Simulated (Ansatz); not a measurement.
Ligand exchange: C2H3I + SiH3(SH) → C2H4S + SiH3I

Species: C2H3I (vinyl iodide) `C=CI`, singlet; SiH3(SH) (sulfanylsilane), singlet; C2H4S `C=CS`, singlet; SiH3I `[SiH3]I`, singlet. The partners trade I for SH: C–I and Si–SH bonds give way to C–SH and Si–I.

Shapes, held fixed at every level: PBE0-D4/def2-TZVP. Flexible molecules stand in one conformer, not always the lowest. Programs: Ansatz 0.2.0. Electronic energies: no zero-point or thermal term.

**Question.** Estimate ΔE of this reaction.

**Answer.** The highest level, CCSD(T)/def2-TZVPP, gives ΔE = -26.8 kJ/mol; the levels span -39.2 to -26.8. The column of differences is taken from that level and isn't an error. No measured value is set beside it here. For atoms past krypton def2 sets carry core potentials with scalar relativity. Outer-core shells of I are correlated, in sets that cover them unevenly. Times are processor times on shared x86 and Arm servers, and rough.

```
               level                    kind  ΔE (kJ/mol)  less CCSD(T)/def2-TZVPP  CPU time (sum over the molecules)
       HF/def2-TZVPP            Hartree–Fock        -39.2                    -12.4                                  –
   PBE-D4/def2-TZVPP                     GGA        -33.8                     -7.0                               13 s
r2SCAN-D4/def2-TZVPP                meta-GGA        -35.5                     -8.7                               25 s
 B3LYP-D4/def2-TZVPP           global hybrid        -32.7                     -5.9                               18 s
  wB97X-V/def2-TZVPP  range-separated hybrid        -34.0                     -7.2                               37 s
      MP2/def2-TZVPP     perturbation theory        -28.8                     -2.0                                  –
  CCSD(T)/def2-TZVPP   coupled cluster or CI        -26.8                      0.0                            2.6 min
```
